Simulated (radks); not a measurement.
Q: Excited configurations of Si: one electron is placed in a higher orbital outside [Ne] 3s2 3p1. The ground configuration is [Ne] 3s2 3p2. Calculated with a radial shooting solver on a logarithmic mesh with Libxc functionals: scalar-relativistic Kohn-Sham, PBEsol, spin-polarised, spherical densities, point nucleus; open shells are filled with parallel spins first. Excitation = E - E(ground); binding = E(ion) - E, where the ion is the core of charge +1; n* = 1/sqrt(2 binding) in atomic units, and the quantum defect is n - n*.

| outer orbital | excitation (eV) | binding (eV) | n* | quantum defect | eigenvalue (eV) | <r> (bohr) |
|---|---|---|---|---|---|---|
| 4s | 4.921 | 3.306 | 2.029 | 1.971 | -1.972 | 6.523 |
| 4p | 5.915 | 2.312 | 2.426 | 1.574 | -1.308 | 8.498 |
| 4d | 6.927 | 1.300 | 3.235 | 0.765 | -0.705 | 14.21 |
| 4f | 7.280 | 0.947 | 3.790 | 0.210 | -0.466 | 16.87 |
| 5s | 6.592 | 1.635 | 2.885 | 2.115 | -1.014 | 13.59 |
| 6f | 7.748 | 0.479 | 5.332 | 0.668 | -0.306 | 42.86 |
| 7s | 7.573 | 0.654 | 4.560 | 2.440 | -0.441 | 35.14 |

Estimate the row for 5f.

A: excitation (eV) 7.570; binding (eV) 0.657; n* 4.550; quantum defect 0.450; eigenvalue (eV) -0.390; <r> (bohr) 28.64. The Delta-SCF ionisation energy is 8.227 eV (NIST Atomic Spectra Database: 8.152 eV, measured). Self-interaction in the functional shifts the binding energies and quantum defects, so they are the method's values and not measured ones. Open shells are spherical and high-spin; term and fine-structure splittings are not resolved.
